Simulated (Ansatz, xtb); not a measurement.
**C3H5FN2Si: which of two isomers lies lower**

We compare I, `Fc1nccn1[SiH3]`, a singlet, with II, `Fc1nc([SiH3])c[nH]1`, a singlet. Both are isolated molecules in the gas phase, relaxed with PBE-D3(BJ)/def2-SVP.

I (Å):

```xyz
12

C     0.2216    1.3162   -0.5799
C     1.5499   -0.3097   -0.3175
C     1.2561   -0.2802   -1.6657
F    -0.5727    2.3723   -0.4145
N     0.8875    0.7067    0.3569
N     0.3731    0.7987   -1.8462
Si   -0.3911    1.3863   -3.3615
H     2.2063   -1.0107    0.2126
H     1.5772   -0.9047   -2.5059
H     0.0364    2.7985   -3.6198
H    -1.8812    1.3087   -3.2296
H     0.1073    0.4652   -4.4311
```

II (Å):

| atom | x (Å) | y (Å) | z (Å) |
| --- | --- | --- | --- |
| C | -0.1643 | 0.7880 | 0.0480 |
| C | 0.7220 | 0.8012 | -1.8990 |
| C | -0.5904 | 0.3742 | -2.0699 |
| F | -0.4139 | 0.8846 | 1.3473 |
| N | 0.9634 | 1.0563 | -0.5438 |
| N | -1.1530 | 0.3701 | -0.8021 |
| Si | 2.0490 | 1.0361 | -3.2004 |
| H | 2.5239 | 2.4625 | -3.2423 |
| H | 3.2344 | 0.1492 | -2.9357 |
| H | 1.4575 | 0.6771 | -4.5380 |
| H | -1.1589 | 0.0806 | -2.9586 |
| H | -2.1061 | 0.1110 | -0.5445 |

Quicker runs give these differences E(II) − E(I): GFN2-xTB +101.2 kJ/mol; HF/STO-3G +63.8 kJ/mol (at GFN2-xTB geometries); r2SCAN-D4/def2-SVP +32.6 kJ/mol (at GFN2-xTB geometries).

Question: Estimate E(II) − E(I) at the level CCSD(T)/def2-SVP + ΔMP2/def2-TZVPP.

Answer: Calculated at CCSD(T)/def2-SVP + ΔMP2/def2-TZVPP: E(II) − E(I) = +46.6 kJ/mol, so structure I lies lower.

The same difference at several levels:

| level | geometry | E(II) − E(I) (kJ/mol) | departure from the last row (kJ/mol) | job, with rough time for the two |
| --- | --- | --- | --- | --- |
| GFN2-xTB | GFN2-xTB | +101.2 | +54.6 | optimisation, 0.21 s |
| HF/STO-3G | GFN2-xTB | +63.8 | +17.2 | single point, 0.84 s |
| r2SCAN-D4/def2-SVP | GFN2-xTB | +32.6 | −14.0 | single point, 5 s |
| PBE-D3(BJ)/def2-SVP | PBE-D3(BJ)/def2-SVP | +30.6 | −16.0 | optimisation, 29 s |
| HF/def2-SVP | PBE-D3(BJ)/def2-SVP | +45.8 | −0.8 | part of the CCSD(T) run |
| MP2/def2-SVP | PBE-D3(BJ)/def2-SVP | +41.7 | −4.9 | part of the CCSD(T) run |
| CCSD(T)/def2-SVP | PBE-D3(BJ)/def2-SVP | +42.2 | −4.3 | single point |
| CCSD(T)/def2-SVP + ΔMP2/def2-TZVPP | PBE-D3(BJ)/def2-SVP | +46.6 |  | single point, 69 s |

As drawn, II has 1 C–Si, 1 N–H in place of 1 N–Si, 1 C–H.

The levels shown agree on the order. The largest departure from CCSD(T)/def2-SVP + ΔMP2/def2-TZVPP is that of GFN2-xTB, 54.6 kJ/mol. The last row adds to CCSD(T) the change of the MP2 difference between the two basis sets, here +4.3 kJ/mol.

With thermal terms from frequencies at re-optimised GFN2-xTB minima (ideal gas, soft modes damped towards free rotors, one conformer each, 298.15 K, 1 atm): on the last row, ΔE + ΔZPE = +45.2, ΔH = +45.5, ΔG = +45.0 kJ/mol.

The correlated steps freeze 11 core orbitals. Run with Ansatz 0.2.0, xtb 6.7.1; the last row on 2 threads of Intel(R) Xeon(R) Platinum 8259CL CPU @ 2.50GHz (Skylake/Cascade Lake) on a shared host.
